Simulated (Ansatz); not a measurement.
C2H2AlF (`C#[C][AlH][F]`), relaxed with RKS PBE0-D4/def2-TZVP in the Gaussian-basis code of Ansatz from a PBE-D4/def2-SVP geometry. The force threshold is 0.005 eV/Å; the program also tests the step.

Total charge 0; spin multiplicity 1.

Start:

```xyz
6

C    -1.220    0.922    1.084
C    -0.416    0.316    0.373
Al    0.855   -0.623   -0.694
F     0.426   -0.992   -2.274
H    -1.930    1.455    1.705
H     2.285   -1.078   -0.194
```

How much energy does the relaxation release, and in how many steps? (Best estimate.)

The calculation gave: 4.68 kJ/mol, in 4 steps.

Which bonds change most? (An estimate is asked.)

Ansatz gave: Al3–F4 from 1.678 to 1.645 Å; C1–C2 from 1.232 to 1.210 Å; C1–H5 from 1.083 to 1.067 Å; Al3–H6 from 1.582 to 1.567 Å.

Give the relaxed structure. (Estimate.)

Ansatz gave: 
```xyz
6

C    -1.204    0.910    1.069
C    -0.421    0.315    0.364
Al    0.843   -0.618   -0.693
F     0.423   -0.979   -2.242
H    -1.898    1.435    1.687
H     2.257   -1.062   -0.185
```
